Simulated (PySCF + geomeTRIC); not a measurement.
Species: [W(F)(NH2)5] (charge 0, multiplicity 1).

Problem. Give a relaxed geometry from BP86-D3(BJ)/def2-SVP run with PySCF + geomeTRIC.

Solution. Several could match; the one computed here: the end point of this relaxation, one of several conformers.
Cartesian coordinates (Å) in one orientation:
```xyz
17

W     -0.022    -0.092     0.077
F      1.910    -0.326    -0.019
N      0.063     1.623     1.144
H      0.059     2.567     0.740
H      0.020     1.682     2.167
N      0.289     0.919    -1.620
H      1.225     1.029    -2.027
H     -0.417     1.387    -2.200
N      0.200    -1.169     1.746
H      1.117    -1.508     2.062
H     -0.539    -1.463     2.396
N     -0.456    -1.765    -0.971
H     -0.647    -2.685    -0.557
H     -0.610    -1.801    -1.985
N     -1.988     0.150     0.172
H     -2.454     0.934     0.644
H     -2.673    -0.492    -0.246
```
